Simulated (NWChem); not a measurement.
System: ZnH$_{2}$Se$_{2}$; SMILES [SeH][Zn][SeH]

Parts of the log:

```
             Northwest Computational Chemistry Package (NWChem) 7.3.0
             --------------------------------------------------------

                             Geometry "geometry" -> ""
                             -------------------------

 Output coordinates in angstroms (scale by  1.889725989 to convert to a.u.)

  No.       Tag          Charge          X              Y              Z
 ---- ---------------- ---------- -------------- -------------- --------------
    1 Zn                  30.0000     0.00000000     0.00000000     0.02070400
    2 Se                  34.0000    -2.24510300    -0.46167800     0.02891100
    3 H                    1.0000    -2.47468900     0.55658500    -1.01120300
    4 Se                  34.0000     2.24510300     0.46167800     0.02891100
    5 H                    1.0000     2.47468900    -0.55658500    -1.01120300

 Effective nuclear repulsion energy (a.u.)     647.9825171672

                              NWChem Property Module
                              ----------------------

                                 NWChem DFT Module
                                 -----------------

 Summary of "ao basis" -> "ao basis" (spherical)
 ------------------------------------------------------------------------------
       Tag                 Description            Shells   Functions and Types
 ---------------- ------------------------------  ------  ---------------------
 Zn                        def2-svpd                12       34   5s4p2d1f
 Se                        def2-svpd                15       41   6s5p4d
 H                         def2-svpd                 4        8   2s2p

            General Information
            -------------------
          SCF calculation type: DFT
          Wavefunction type:  closed shell.
          No. of atoms     :     5
          No. of electrons :   100
           Alpha electrons :    50
            Beta electrons :    50
          Charge           :     0
          Spin multiplicity:     1
          Use of symmetry is: off; symmetry adaption is: off
          Maximum number of iterations: 150
          AO basis - number of functions:   132
                     number of shells:    50
          Convergence on energy requested:  1.00D-06
          Convergence on density requested:  1.00D-05
          Convergence on gradient requested:  5.00D-04

              XC Information
              --------------
                         PBE0 Method XC Functional
                     Hartree-Fock (Exact) Exchange  0.250
          PerdewBurkeErnzerhof Exchange Functional  0.750
            Perdew 1991 LDA Correlation Functional  1.000 local
           PerdewBurkeErnz. Correlation Functional  1.000 non-local

             Grid Information
             ----------------
          Grid used for XC integration:  medium
          Radial quadrature: Mura-Knowles
          Angular quadrature: Lebedev.
          Tag              B.-S. Rad. Rad. Pts. Rad. Cut. Ang. Pts.
          ---              ---------- --------- --------- ---------
          Zn                  1.35      112          12.0       590
          Se                  1.15      112          16.0       590
          H                   0.35       45          15.0       434
          Grid pruning is: on
          Number of quadrature shells:   426
          Spatial weights used:  Erf1

      Superposition of Atomic Density Guess
      -------------------------------------

 Sum of atomic energies:       -6577.58788803

      Non-variational initial energy
      ------------------------------

 Total energy =   -6578.259243
 1-e energy   =  -10464.968206
 2-e energy   =    3238.726445
 HOMO         =      -0.301929
 LUMO         =      -0.019310

   convergence    iter        energy       DeltaE   RMS-Dens  Diis-err
 ---------------- ----- ----------------- --------- --------- ---------
 d= 0,ls=0.0,diis     1  -6582.0838744675 -7.23D+03  1.15D-02  3.71D-01
 d= 0,ls=0.0,diis     2  -6582.1012573771 -1.74D-02  4.87D-03  2.52D-01
 d= 0,ls=0.0,diis     3  -6582.1324921904 -3.12D-02  1.38D-03  2.21D-02
 d= 0,ls=0.0,diis     4  -6582.1345691841 -2.08D-03  3.78D-04  5.51D-03
 d= 0,ls=0.0,diis     5  -6582.1349162387 -3.47D-04  1.01D-04  1.13D-04
  Resetting Diis
 d= 0,ls=0.0,diis     6  -6582.1349264975 -1.03D-05  1.76D-05  4.98D-06
 d= 0,ls=0.0,diis     7  -6582.1349271306 -6.33D-07  1.32D-05  4.67D-07
 d= 0,ls=0.0,diis     8  -6582.1349270955  3.50D-08  7.16D-06  9.15D-07

         Total DFT energy =    -6582.134927095532
      One electron energy =   -10463.772482933860
           Coulomb energy =     3479.092543826279
    Exchange-Corr. energy =     -245.437505155196
 Nuclear repulsion energy =      647.982517167245

 Numeric. integr. density =      100.000041637291

                       DFT Final Molecular Orbital Analysis
                       ------------------------------------

 Vector   48  Occ=2.000000D+00  E=-3.026230D-01
              MO Center=  2.3D-07,  4.2D-08,  1.3D-02, r^2= 6.8D+00
   Bfn.  Coefficient  Atom+Function         Bfn.  Coefficient  Atom+Function
  ----- ------------  ---------------      ----- ------------  ---------------
    47     -0.326824  2 Se px                96     -0.326824  4 Se px
    12      0.298268  1 Zn px                50     -0.298843  2 Se px
    99     -0.298843  4 Se px                44      0.208489  2 Se px
    93      0.208490  4 Se px                15     -0.194660  1 Zn px
    40     -0.163738  2 Se s                 89      0.163738  4 Se s

 Vector   49  Occ=2.000000D+00  E=-2.640179D-01
              MO Center=  1.1D-04,  2.0D-05, -1.4D-02, r^2= 6.7D+00
   Bfn.  Coefficient  Atom+Function         Bfn.  Coefficient  Atom+Function
  ----- ------------  ---------------      ----- ------------  ---------------
    51      0.282533  2 Se py               100     -0.282546  4 Se py
    52      0.269579  2 Se pz               101      0.269594  4 Se pz
    48      0.250967  2 Se py                97     -0.250978  4 Se py
    49      0.235302  2 Se pz                98      0.235315  4 Se pz
    45     -0.159212  2 Se py                94      0.159220  4 Se py

 Vector   50  Occ=2.000000D+00  E=-2.639476D-01
              MO Center= -1.1D-04, -2.0D-05,  1.3D-02, r^2= 6.7D+00
   Bfn.  Coefficient  Atom+Function         Bfn.  Coefficient  Atom+Function
  ----- ------------  ---------------      ----- ------------  ---------------
    52      0.288010  2 Se pz               101     -0.287996  4 Se pz
    51      0.260670  2 Se py               100      0.260655  4 Se py
    49      0.256007  2 Se pz                98     -0.255995  4 Se pz
    48      0.227285  2 Se py                97      0.227273  4 Se py
    46     -0.162390  2 Se pz                95      0.162383  4 Se pz

 Vector   51  Occ=0.000000D+00  E=-4.686619D-02
              MO Center= -1.9D-07,  1.1D-08, -1.1D-01, r^2= 8.1D+00
   Bfn.  Coefficient  Atom+Function         Bfn.  Coefficient  Atom+Function
  ----- ------------  ---------------      ----- ------------  ---------------
     5      0.870352  1 Zn s                  4      0.473831  1 Zn s
    50     -0.352490  2 Se px                99      0.352490  4 Se px
    39     -0.312729  2 Se s                 88     -0.312729  4 Se s
     3     -0.236430  1 Zn s                 38     -0.237328  2 Se s
    87     -0.237328  4 Se s                 47     -0.218669  2 Se px

 Vector   52  Occ=0.000000D+00  E=-2.400953D-02
              MO Center= -1.2D-05, -5.6D-06,  5.7D-02, r^2= 5.8D+00
   Bfn.  Coefficient  Atom+Function         Bfn.  Coefficient  Atom+Function
  ----- ------------  ---------------      ----- ------------  ---------------
    16      0.622983  1 Zn py                13      0.443940  1 Zn py
    10     -0.159762  1 Zn py                77     -0.138117  3 H  s
   126      0.138110  5 H  s                 76     -0.137398  3 H  s
   125      0.137392  5 H  s                 52     -0.135626  2 Se pz
   101      0.135630  4 Se pz                12     -0.109889  1 Zn px

 Vector   53  Occ=0.000000D+00  E=-2.396378D-02
              MO Center=  1.2D-05,  5.5D-06,  1.2D-01, r^2= 5.7D+00
   Bfn.  Coefficient  Atom+Function         Bfn.  Coefficient  Atom+Function
  ----- ------------  ---------------      ----- ------------  ---------------
    17      0.595989  1 Zn pz                14      0.457802  1 Zn pz
    11     -0.164556  1 Zn pz                77      0.150868  3 H  s
   126      0.150874  5 H  s                 76      0.137875  3 H  s
   125      0.137881  5 H  s                  4     -0.130308  1 Zn s
    51     -0.125100  2 Se py               100      0.125095  4 Se py

     Multipole analysis of the density
     ---------------------------------

     L   x y z        total         alpha         beta         nuclear
     -   - - -        -----         -----         ----         -------
     0   0 0 0     -0.000000    -50.000000    -50.000000    100.000000

     1   1 0 0     -0.000000     -0.000000     -0.000000      0.000000
     1   0 1 0      0.000000      0.000000      0.000000      0.000000
     1   0 0 1     -0.243027     -0.655042     -0.655042      1.067056

[...]

 DFT Linear Response polarizability / au
 Frequency  =       0.0000000 / au
              X              Y              Z
 -----------------------------------------------
 X     123.9062892      8.7993088     -0.0000009
 Y       8.7993064     70.4585808      0.0000007
 Z      -0.0000009      0.0000007     69.0637022
 -----------------------------------------------
 Eigenvalues =     125.3176837     69.0471863     69.0637022
 Isotropic   =      87.8095240
 Anisotropic =      56.2622413
 -----------------------------------------------

 Magnetic Dipole Response Matrix (nonzero elements):

 Exiting AOResponse driver routine
```

Level: PBE0/def2-SVPD. All runs use the structure optimised with PBE0/def2-SVP.

Question: Write an input that gives this output.

Answer: One answer among several that fit: the input that was run:
```
start job
memory heap 200 mb stack 900 mb global 1100 mb
geometry units angstroms noautosym nocenter noautoz
  Zn     0.000000     0.000000     0.020704
  Se    -2.245103    -0.461678     0.028911
  H     -2.474689     0.556585    -1.011203
  Se     2.245103     0.461678     0.028911
  H      2.474689    -0.556585    -1.011203
end
basis spherical
  * library def2-svpd
end
dft
  xc pbe0
  iterations 150
end
property
  response 1 0.0
end
task dft property
```
